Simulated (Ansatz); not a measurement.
Cartesian coordinates in Å:
```
C 0.7953 1.6379 -0.5002
C -0.3772 0.7219 -0.1999
C -1.1469 0.3617 -1.4574
O 0.0975 -0.4562 0.4070
Sn -0.4195 -1.0272 2.2384
N 0.7291 -2.6609 2.0732
H 1.5004 1.1316 -1.1644
H 1.3238 1.8989 0.4195
H 0.4634 2.5613 -0.9824
H -1.0648 1.2603 0.4774
H -1.9953 -0.2829 -1.2167
H -1.5235 1.2557 -1.9614
H -0.4953 -0.1796 -2.1483
H 0.8507 -3.3704 2.7772
H 1.2622 -2.8523 1.2378
```

The species carries charge 0 and has multiplicity 1. Sn takes the def2 core potential.

(1) List the PBE/def2-TZVPP orbital energies in eV (the Gaussian-basis code of Ansatz). (An estimate is asked.)

Answers

(1) Computed: Occupied: -509.46, -379.82, -270.00, -268.33, -268.33, -132.63, -88.70, -88.53, -88.44, -25.53, -25.14, -25.04, -24.95, -24.85, -23.72, -20.18, -18.57, -16.72, -13.84, -12.42, -11.56, -10.85, -10.24, -10.18, -9.11, -8.66, -8.64, -8.28, -7.01, -6.39, -5.73, -5.62. Lowest empty: -2.18, -0.86, 0.04, 0.98, 1.40, 1.79, 2.13, 2.28.
